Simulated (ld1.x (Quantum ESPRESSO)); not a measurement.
Values are calculated unless marked as measured or tabulated.
## Potentials for B (Z = 5) compared

Generated with ld1.x 7.5 (TM, RRKJ, ultrasoft, PAW), atompaw 4.2 or ONCVPSP 4.0.1. The cutoff is in Ry: for ld1.x and atompaw files where the sum of valence levels is converged to 10 mRy in a Bessel basis, for ONCV files where the hardest occupied wave has 1 mHa per electron of residual kinetic energy. The error is the largest all-electron minus pseudo excitation energy over each file’s own four to seven test configurations (ionisations up to +4, promotions, holes and added fractions of an electron), all of which were solved. The labels leave out finer settings (local radius, basis sizes, second energies), which also bear on the numbers. Spin-polarised tests are not counted. The rows are a selection from randomly drawn settings: files with unsolved tests, undetermined cutoffs or missed reference levels are left out.

| potential | cutoff (Ry) | largest error (meV) | bound ghosts |
| --- | --- | --- | --- |
| ultrasoft, PBE, scalar-relativistic, rc 1.50/2.80 (sp), local smoothed, core correction yes, reference 2s2 2p1 | 6 | +94 | none |
| TM, revPBE, non-relativistic, rc 1.20/2.75/2.15 (spd), local d, core correction yes, reference 2s2 2p1 | 21 | +200 | none |
| PAW, LDA (PZ), non-relativistic, rc 1.60/2.05/1.80 (spd), local smoothed, core correction yes, reference 2s1.5 2p1.5 | 12 | -5.5 | none |
| TM, PBE, scalar-relativistic, rc 1.00/2.50 (sp), local p, core correction yes, reference 2s2 2p0.5 | 55 | +85 | none |
| RRKJ, revPBE, non-relativistic, rc 1.35/3.15 (sp), local p, core correction yes, reference 2s2 2p1 | 25 | +302 | none |
| TM, Wu–Cohen, scalar-relativistic, rc 1.30/3.05/3.30 (spd), local s, core correction yes, reference 2s1.5 2p1.5 | 21 | +364 | none |

Fill in the row for B: PAW, LDA (PZ), scalar-relativistic, rc 1.55/3.05 (sp), local smoothed, core correction yes, reference 2s1.5 2p1.5.

cutoff 6 Ry, largest error -4.1 meV, bound ghosts: none.
